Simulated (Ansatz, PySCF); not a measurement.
F2H2HfO2, SMILES [F][Hf]([OH])([OH])[F], multiplicity 1. Atoms are numbered in the order given.

```xyz
7

Hf     0.0758    -0.0824     0.0408
F      1.2120     1.0690    -1.0077
F      1.1654    -0.9797     1.3537
O     -0.7305    -1.3950    -1.1136
H     -1.2056    -2.0175    -1.6641
O     -1.2466     0.9872     0.9425
H     -1.9636     1.4730     1.3503
```

Geometry: B3LYP-D3(BJ)/def2-SVP. The spin state was assumed, not searched. The structure was generated by enumeration; whether it is a known compound was not checked. The def2 effective core potentials stand for the cores of Hf; spin–orbit coupling is left out. Other conformers were not sampled.

Two levels are set side by side: PBE-D3(BJ)/def2-SVP (Ansatz, a program for electronic structure) and B3LYP-D3(BJ)/def2-SVP (Ansatz). Each level has its own optimised geometry; the coordinates shown are those of the second. Frequencies come from the Hessian of PySCF at each geometry. Differences are taken from unrounded values.

```tsv
quantity	B3LYP-D3(BJ)
mean bond length (Å)	1.603
bond Hf1–F2 (Å)	1.928
bond Hf1–F3 (Å)	1.928
bond Hf1–O4 (Å)	1.925
bond Hf1–O6 (Å)	1.925
bond O4–H5 (Å)	0.957
bond O6–H7 (Å)	0.957
highest harmonic wavenumber (cm⁻¹)	3990
mean harmonic wavenumber (cm⁻¹)	846
zero-point energy (kcal/mol)	18.15
```

Q: What does PBE-D3(BJ) give, and how far is it from B3LYP-D3(BJ)? (The exact figures need the calculation; the answer reports its results.)

A: 
| quantity | PBE-D3(BJ) | PBE-D3(BJ) minus B3LYP-D3(BJ) |
|---|---|---|
| mean bond length (Å) | 1.608 | 0.004 |
| bond Hf1–F2 (Å) | 1.931 | 0.004 |
| bond Hf1–F3 (Å) | 1.931 | 0.004 |
| bond Hf1–O4 (Å) | 1.927 | 0.002 |
| bond Hf1–O6 (Å) | 1.927 | 0.002 |
| bond O4–H5 (Å) | 0.964 | 0.007 |
| bond O6–H7 (Å) | 0.964 | 0.007 |
| highest harmonic wavenumber (cm⁻¹) | 3897 | -93 |
| mean harmonic wavenumber (cm⁻¹) | 817 | -29 |
| zero-point energy (kcal/mol) | 17.52 | -0.63 |
